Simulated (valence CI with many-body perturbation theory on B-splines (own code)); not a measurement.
# Ta²²⁺: key properties

Calculated by relativistic CI+MBPT: five valence electrons over a frozen Dirac-Fock core [Kr] 4d10, a basis of 7 s, 7 p, 7 d, 7 f, 4 g, 2 h functions for each j, with the one-electron correlation potential Σ1, the two-electron term Σ2, the three-electron term Σ3, Breit, model QED; selected CI, second order for the rest, scaled by the run's own slope (own B-spline code, finite nucleus).

No measured spectrum was set against this ion. As an estimate, terms of the open shell hold to a few per cent of their energy, and close levels can change places. Among the levels kept, up to 990 cm⁻¹ of a level comes from second order outside the variational space, and about a tenth of that is noise between levels of different J, which matters for small intervals. Only levels of the ground parity were solved; by the run's estimate the other parity begins above the list, which can be wrong where configurations are misplaced.

Names give the largest LS component (configuration and term), which can be under half, so a name can repeat, a term be missing and a line seem to break the LS rules; names also repeat where a configuration has a term twice.

Rates and lifetimes use the calculated energies. Strong lines usually hold to 10 to 20 %, long lifetimes can be off by a factor of two.

**Question.** What is the ground level?

**Answer.** 4f⁵ ⁶H°_5/2, composition 75 % 4f⁵ ⁶H° + 20 % 4f⁵ ⁴G° + 2 % 4f⁵ ²F°, g = 0.375.

**Question.** How well does LS coupling describe the low levels?

**Answer.** Among the lowest 20 levels the leading LS term, summed over configurations, holds 67 % on average. For single configurations the figures are 67 % in LS and 48 % in jj coupling. Terms mix most in the J = 5/2 level at 43344 cm⁻¹, where the leading one holds 28 %.

**Question.** Name the longest-lived excited levels whose lifetime is computed, and their main decay.

**Answer.** 4f⁵ ⁶F°_1/2 at 21935 cm⁻¹ lives 53.1 s, mostly by M1 to 4f⁵ ⁶F°_3/2.

**Question.** What is the ionisation energy?

**Answer.** 631.97 eV; NIST lists 660 ± 30 eV (theoretical).

**Question.** How is the term ⁶H° of the ground level split?

**Answer.** J = 5/2 at 0.0, J = 7/2 at 8405, J = 9/2 at 16294, J = 11/2 at 23330, J = 13/2 at 29475, J = 15/2 at 34133 cm⁻¹.
